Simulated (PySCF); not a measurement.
C₄H₄N, SMILES [c]1cc[nH]c1, multiplicity 2. Geometry optimised at PBE-D3(BJ)/def2-SVP. The isomer is the one that the SMILES or the coordinates give; other isomers of the formula were not compared.

Computed equilibrium geometry at PBE-D3(BJ)/def2-SVP (PySCF confirms it by a frequency run) as Cartesian coordinates in Å, and its point group:
point group Cs.
```xyz
9

C      1.2498     0.0765     0.0000
C      0.5270    -1.1004     0.0000
N     -0.8026    -0.7098     0.0000
C     -0.8990     0.6636     0.0000
C      0.3922     1.2004     0.0000
H      0.8223    -2.1541     0.0000
H     -1.5989    -1.3468     0.0000
H     -1.8745     1.1638     0.0000
H      0.6498     2.2651     0.0000
```
Charge 0, spin multiplicity 2.
